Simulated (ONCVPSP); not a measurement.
Which change was made? (F, ONCV)

fluorine, optimised norm-conserving Vanderbilt (ONCV), made with ONCVPSP 4.0.1 (PBEsol, scalar-relativistic). Core [He], reference 2s2 2p4 (charge +1). Waves: 2s: rc 0.70 bohr, ncon 4, nbas 9, qcut 9.1 1/bohr, 1 projector; 2p: rc 1.65 bohr, ncon 4, nbas 7, qcut 6.8 1/bohr, 2 projectors, debl 2 Ha. Local part: polynomial inside 0.60 bohr (lpopt 5, dvloc0 0 Ha). Core correction: Teter function, fcfact 5.5, rcfact 1.15.

Cutoffs, loose and tight: the cutoffs (Ha) at which the residual kinetic energy of the hardest occupied pseudo-wave falls to 1 and 0.1 mHa per electron. They do not see the model core or the augmentation charge, which bear on the density cutoff. Test errors are all-electron minus pseudo excitation energies from the reference, over the configurations 2s2 2p5; 2s2 2p3; 2s2 2p2; 2s2 2p1; variants that change the core or the reference have their own tests.

The base gives: outcome: generated; cutoff, loose: 100 Ha; cutoff, tight: 444 Ha; bound ghosts: none; GHOST(+) flags above zero: none; largest test error (meV): +5170.

Problem. After one change the result is: outcome: generated; cutoff, loose: 61 Ha; cutoff, tight: 75 Ha; bound ghosts: none; GHOST(+) flags above zero: none; largest test error (meV): +3102. Which change was it?
A. s: qcut 6.7; p: qcut 5
B. s: qcut 8.4; p: qcut 6.3
C. s: qcut 10; p: qcut 7.5
D. s: qcut 13.2; p: qcut 9.8

Solution. D. The others give: s: qcut 8.4; p: qcut 6.3 → outcome: generated; cutoff, loose: 233 Ha; cutoff, tight: 467 Ha; bound ghosts: none; GHOST(+) flags above zero: none; largest test error (meV): +5742 | s: qcut 10; p: qcut 7.5 → outcome: generated; cutoff, loose: 54 Ha; cutoff, tight: 378 Ha; bound ghosts: none; GHOST(+) flags above zero: none; largest test error (meV): +4517 | s: qcut 6.7; p: qcut 5 → outcome: generated; cutoff, loose: 419 Ha; cutoff, tight: 498 Ha; bound ghosts: none; GHOST(+) flags above zero: none; largest test error (meV): +7619.
